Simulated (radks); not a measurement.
All-electron atom: the gold ion Au+ in [Xe] 4f14 5d10. Calculated with a radial shooting solver on a logarithmic mesh with Libxc functionals: scalar-relativistic Kohn-Sham, PBE, spin-unpolarised, spherical densities, finite nucleus; Fermi nuclear charge, rms radius 5.4371 fm.

Radial electron density D(r) = 4 pi r^2 rho(r):

```
   r/bohr * D(r) (the largest magnitude, 146, reaches the edge; | marks zero)
 0.002682 |              *
 0.003577 |                    *
 0.004771 |                          *
 0.006313 |                                 *
 0.008419 |                                      *
  0.01123 |                                        *
  0.01498 |                                      *
  0.01998 |                                    *
  0.02664 |                                     *
  0.03554 |                                              *
   0.0474 |                                                      *
  0.06321 |                                                    *
  0.08431 |                                           *
   0.1125 |                                             *
     0.15 |                                                   *
      0.2 |                                      *
   0.2668 |                           *
   0.3559 |                                *
   0.4746 |                          *
    0.628 |             *
   0.8376 |        *
    1.117 |      *
     1.49 |   *
    1.987 | *
    2.651 *
    3.535 *
    4.715 *
```

D(r) has 4 maxima, at r = 0.0112, 0.0522, 0.144, 0.376 bohr, and minima at 0.0218, 0.0928, 0.267 bohr, inside which lie 1.89, 10.98, 30.06 electrons.
